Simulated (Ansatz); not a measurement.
System: sum formula SnH3Cl, net charge 0, singlet state. SMILES: [Cl][SnH3]
Structure (B3LYP-D3(BJ)/def2-TZVP (Ansatz, a first-principles code) minimum search):
```
Sn
H 1 1.7045
H 1 1.7045 2 112.69
H 1 1.7045 2 112.69 3 128.90
Cl 1 2.3564 2 106.02 3 -115.55
```
Charge 0, spin multiplicity 1.

Wanted: atomisation energy (electronic, to ground-state atoms), in kJ/mol. Cores are frozen in the correlated levels unless marked. UHF or UKS for open shells. Spin-orbit coupling is left out. The frozen core is the preceding noble-gas configuration, with the filled d and f shells of earlier blocks. Past Kr the def2 sets carry scalar-relativistic core potentials. The coupled-cluster limit lacks core correlation, which all-electron functionals hold. CBS(X,Y): correlation extrapolated as X^-3; Hartree-Fock from the larger set. [CCSD(T)-MP2]/basis is that difference in the basis named.

| level | program | atomisation energy (kJ/mol) | minus last row |
|---|---|---|---|
| BLYP-D3(BJ)/def2-TZVPD | Ansatz + dftd3 | 1124.5 | -37.0 |
| CAM-B3LYP-D4/def2-TZVPD | Ansatz + dftd4 | 1148.7 | -12.8 |
| CAM-B3LYP/def2-TZVPD | Ansatz | 1141.6 | -19.9 |
| RPA@PBE/def2-TZVPP | Ansatz | 1065.2 | -96.3 |
| RPA@PBE/def2-QZVPP | Ansatz | 1083.2 | -78.3 |
| MP2/CBS(def2-TZVPP,def2-QZVPP) | Ansatz | 1147.8 | -13.7 |
| MP2/CBS(def2-TZVPPD,def2-QZVPPD) | Ansatz | 1147.0 | -14.5 |
| CCSD(T)/def2-QZVPP | Ansatz | 1148.1 | -13.4 |
| RI-MP2/CBS(def2-TZVPP,def2-QZVPP)+[CCSD(T)-MP2]/def2-SVP | Ansatz | 1164.9 | 3.4 |
| CCSD(T)/CBS(def2-TZVPPD,def2-QZVPPD) | Ansatz | 1161.5 | 0.0 |
